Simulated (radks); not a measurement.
Values are calculated unless marked as measured or tabulated.
Coulomb parameter of the 3d shell of the chromium ion Cr+ in the model configuration [Ar] 3d3.5 4s1.5, as a second difference U = [E(n + 0.5) + E(n - 0.5) - 2 E(n)] / (0.5)^2 with all orbitals relaxed. "Bare": the charge of the atom changes with n. "Screened": the 4s shell takes up the change at fixed total charge, which measures U(3d,3d) + U(4s,4s) - 2 U(3d,4s). Code: a radial shooting solver on a logarithmic mesh with Libxc functionals. Model: scalar-relativistic Kohn-Sham, LDA (Slater exchange, Perdew-Wang correlation), spin-unpolarised, spherical densities, point nucleus.

case              configuration  E - E(n) (eV)
start          [Ar] 3d3.5 4s1.5          0.000
bare +0.5        [Ar] 3d4 4s1.5         -6.581
bare -0.5        [Ar] 3d3 4s1.5         10.046
screened +0.5      [Ar] 3d4 4s1         -1.603
screened -0.5      [Ar] 3d3 4s2          2.465

U(bare) = 13.862 eV, U(screened by 4s) = 3.448 eV, against the Slater integral F0(3d,3d) = 20.823 eV with frozen orbitals.
